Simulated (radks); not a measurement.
The numbers below are computed, except where a source is named.
Pm57+, configuration [He] 2s2. Code: a radial shooting solver on a logarithmic mesh with Libxc functionals. Model: non-relativistic Kohn-Sham, LDA (Slater exchange, Perdew-Wang correlation), spin-unpolarised, spherical densities, point nucleus; relativity is left out, which matters for an element this heavy.

Unscreened Slater integrals over Kohn-Sham orbitals (cm^-1).

integral,value
"F0(2s,2s)",1963500
"F0(2s,1s)",2741600
"G0(2s,1s)",282050
"F0(1s,1s)",8301500
